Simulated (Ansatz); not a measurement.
C₅H₈O, charge +1, doublet, geometry from GFN2-xTB (a state made from the parent by changing its charge; the spin is typed, not shown lowest); BLYP/6-31G* (Ansatz, a quantum-chemistry and plane-wave program).

Input for Ansatz:
Ansatz 0.2 input:
```yaml
crystal:
  periodic: [false, false, false]
  atoms:
    - {symbol: O, position_ang: [0.74828079, 1.76165852, -0.87055022]}
    - {symbol: C, position_ang: [0.35903795, 0.82035674, -0.28073641]}
    - {symbol: C, position_ang: [1.15403302, -0.42700155, 0.10013699]}
    - {symbol: C, position_ang: [0.14111989, -1.54273494, 0.22540231]}
    - {symbol: C, position_ang: [-1.23220723, -0.89919179, 0.35850748]}
    - {symbol: C, position_ang: [-1.03876203, 0.59993036, 0.29293917]}
    - {symbol: H, position_ang: [1.97302335, -0.63175095, -0.59064343]}
    - {symbol: H, position_ang: [1.59368435, -0.13424462, 1.06248479]}
    - {symbol: H, position_ang: [0.39423810, -2.19185854, 1.07437979]}
    - {symbol: H, position_ang: [0.16505890, -2.21222786, -0.63982249]}
    - {symbol: H, position_ang: [-1.74254209, -1.17431508, 1.29140036]}
    - {symbol: H, position_ang: [-1.90037894, -1.25870733, -0.42949521]}
    - {symbol: H, position_ang: [-1.81040530, 1.13337413, -0.26385032]}
    - {symbol: H, position_ang: [-0.95825419, 1.06830919, 1.28245125]}
basis:
  gaussian:
    orbitals: 6-31G*
    symmetry_tolerance_ang: 0.01
hamiltonian:
  xc: blyp
total_charge: 1
magnetization: {spin_polarized: true, initial_magnetization: 1}
```

**Question.** Predict the main parts of the log of this Ansatz run.

**Answer.** 
```
Functional definition: BLYP
1314 factors; their error is unknown
mean field evaluation 1: about -7334.6554 eV, gradient 5.8e1 eV
mean field evaluation 2: about -7317.7542 eV, gradient 8.1e1 eV
mean field evaluation 4: about -7349.8650 eV, gradient 9.7e0 eV
mean field evaluation 8: about -7350.4591 eV, gradient 9.3e-2 eV
mean field evaluation 16: about -7350.3580 eV, gradient 9.2e-4 eV
mean field -7350.35799248 eV, -270.1206739722 hartree, gradient 4.1e-5 eV, S^2 0.752410; 1 other end points of the search recorded, 0 dependent functions left out
reference -7350.35823455 eV, -270.1206828680 hartree; 23, 22 occupied and 83, 84 virtual orbitals, 1314 factors
Total energy: -7350.35823455 eV, -270.1206828680 hartree
```
